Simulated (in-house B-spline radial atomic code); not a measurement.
The numbers below are computed, except where a source is named.
## Cr⁶⁺ at several levels of theory

Ground configuration [Ne] 3s2 3p6. All numbers come from an all-electron radial atomic-structure program (B-spline basis), all electrons, at the radial basis limit. Mean-field, RPA, GW and linear-response runs are scalar-relativistic (one-electron X2C), no spin-orbit coupling, without Breit or QED terms, open shells spin-polarised at highest spin; the many-body runs on Dirac-Hartree-Fock orbitals are four-component, and their energies hold both.

**Ionisation energy.** The reference is 160.29 ± 0.06 eV (NIST, semi-empirical). It runs between the lowest fine-structure levels, while the runs without spin-orbit coupling give shell averages, so part of their difference is this splitting, and a close match can be a cancellation.

| method | value (eV) | minus reference (eV) |
| --- | --- | --- |
| minus the highest LDA VWN5 level | 148.55 | -11.74 |
| minus the highest PBE level | 148.59 | -11.70 |
| G0W0 on PBE | 160.61 | +0.32 |
| minus the highest r2SCAN level | 149.70 | -10.59 |
| minus the highest PBE0 level | 151.95 | -8.34 |
| G0W0 on PBE0 | 160.78 | +0.49 |
| minus the highest B3LYP (VWN-RPA) level | 151.30 | -8.99 |
| minus the highest CAM-B3LYP level | 153.29 | -7.00 |
| minus the highest LC-wPBE level | 154.32 | -5.97 |
| minus the highest Hartree-Fock level | 160.54 | +0.25 |
| G0W0 on Hartree-Fock | 161.17 | +0.88 |
| Dirac-Fock + self-energy with TDHF screening (3p3/2) | 160.31 | +0.02 |

(1) Which methods come closest, and which lies farthest off?

**Static dipole polarisability and C6** of two like species, by linear response (no reference value is at hand):

| method | α (bohr³) | C6 (hartree·bohr⁶) |
| --- | --- | --- |
| LDA VWN5 | 0.8132 | 1.253 |
| PBE | 0.8113 | 1.252 |
| PBE0 | 0.8103 | 1.248 |
| B3LYP (VWN-RPA) | 0.8121 | 1.251 |
| CAM-B3LYP | 0.8127 | 1.253 |
| LC-wPBE | 0.8106 | 1.25 |
| TDHF | 0.8115 | 1.249 |
| relativistic RPA (four-component TDHF) | 0.8114 | 1.249 |

(2) What mean excitation energy do α and C6 imply in London's formula C6 = (3/4) α² ω?

Run times on one thread of shared hosts: mean field, RPA, SOSEX and G0W0 on PBE, 1.5 s (Arm Neoverse V2); TDDFT with PBE, 0.4 s (Intel Xeon Platinum 8488C (Sapphire Rapids)); removal energies by the self-energy, 5.5 s (Intel Xeon 6975P-C).

## Answers

(1) Closest: Dirac-Fock + self-energy with TDHF screening (3p3/2) (+0.02 eV) and minus the highest Hartree-Fock level (+0.25 eV). Farthest: minus the highest LDA VWN5 level (-11.74 eV). The TDHF-screened form was chosen among four for its agreement on 13 closed-shell atoms.

(2) LDA VWN5: ω = 2.526 hartree; relativistic RPA (four-component TDHF): ω = 2.529 hartree. A method that puts the excitations lower gives a larger α and a smaller ω.
